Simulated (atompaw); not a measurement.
Before and after: PAW (atompaw) potential for platinum (Pt)

* Element: platinum (Pt)
* Generator: atompaw 4.2.0.5
* Type: PAW
* Functional: LDA (PW92)
* Relativity: scalar-relativistic
* Frozen core: [Kr] 4d10 4f14
* Valence charge: 18
* Reference configuration: 5s2 5p6 5d9 6s0.5 6p0.5
* Partial waves: 5s (bound): rc 1.40 bohr; 6s (bound): rc 1.95 bohr; 5p (bound): rc 1.35 bohr; 6p (bound): rc 1.70 bohr; 5d (bound): rc 1.95 bohr; 5d channel at 1.25 Ry: rc 1.30 bohr
* Local potential: troulliermartins scheme with l = 3 at 0 Ry, radius 1.60 bohr
* Core correction: smooth core density matched at 1.10 bohr
* Augmentation charge: besselshape compensation charge, radius 1.85 bohr; PAW radius 1.95 bohr; waves and projectors: custom polynom2 7 10 vanderbiltortho

All-electron outer shells of the reference configuration (LDA (PW92), scalar-relativistic, ld1.x):

```csv
shell,level (eV),outermost node (bohr),outermost maximum (bohr)
4d,-307.83,0.20,0.42
5s,-103.26,0.49,0.87
4f,-71.56,–,0.38
5p,-57.36,0.53,0.98
5d,-7.40,0.57,1.26
6s,-6.75,1.14,2.35
6p,-1.57,1.36,3.51
```

Change: wave 5d channel at 1.25 Ry: rc 1.30 bohr becomes 5d channel at 3.24 Ry: rc 1.30 bohr.

Cutoffs: the cutoffs (Ry, on a coarse ladder) from which the occupation-weighted sum of valence levels, in a spherical-Bessel basis at the reference potential, stays within 10 and 1 mRy of its value at 400 Ry; they do not see the model core or the augmentation charge, which bear on the density cutoff.

**Question.** What does the change do?

**Answer.** The potential gets neither clearly harder nor softer (80 Ry and 260 Ry → 80 Ry and 260 Ry); the p channel sets the loose cutoff, while the largest relative change is in d, which becomes harder; neither file shows a bound ghost.

```tsv
quantity	base	changed
cutoff, loose	80 Ry	80 Ry
cutoff, tight	260 Ry	260 Ry
loose cutoff by channel (10 mRy a level)	s 18 Ry, p 25 Ry, d 18 Ry	s 18 Ry, p 25 Ry, d 21 Ry
bound ghosts	none	none
s: phases at 1.96 bohr within 0.05 rad from the reference energy up to (Ry; the scan ends near 5)	3.6	3.6
p: phases at 1.96 bohr within 0.05 rad from the reference energy up to (Ry; the scan ends near 5)	1.9	1.9
d: phases at 1.96 bohr within 0.05 rad from the reference energy up to (Ry; the scan ends near 5)	1.0	0.4
lowest overlap eigenvalue by channel	s 0.42, p 0.60, d 0.26	s 0.42, p 0.60, d 1.00
```

 The cutoffs see the waves, projectors and local potential, not the compensation charge or the core.
